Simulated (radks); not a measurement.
Results of a calculation; reference values are marked as such.
Orbital eigenvalues (eV) of the carbon ion C+, [He] 2s2 2p1, at several levels of relativity; Dirac values are averaged over j with weights 2j + 1. Spin-unpolarised spherical Kohn-Sham, PBE, point nucleus unless stated (finite: rms radius 2.4702 fm), a radial shooting solver on a logarithmic mesh with Libxc functionals. A level marked "c x" has the speed of light scaled by that factor and shares open shells by 2j + 1; other Dirac levels either fill j = l - 1/2 first or share by 2j + 1.

[
 {"shell": "1s", "non-rel.": "-288.27", "scalar-rel., finite nucleus": "-288.39", "Dirac, 2j+1 shares, finite nucleus": "-288.39", "Dirac, c x 0.85": "-288.43", "change of magnitude, last against first (%)": "+0.06"},
 {"shell": "2s", "non-rel.": "-25.745", "scalar-rel., finite nucleus": "-25.758", "Dirac, 2j+1 shares, finite nucleus": "-25.758", "Dirac, c x 0.85": "-25.763", "change of magnitude, last against first (%)": "+0.07"},
 {"shell": "2p", "non-rel.": "-17.008", "scalar-rel., finite nucleus": "-17.005", "Dirac, 2j+1 shares, finite nucleus": "-17.004", "Dirac, c x 0.85": "-17.003", "change of magnitude, last against first (%)": "-0.03"}
]
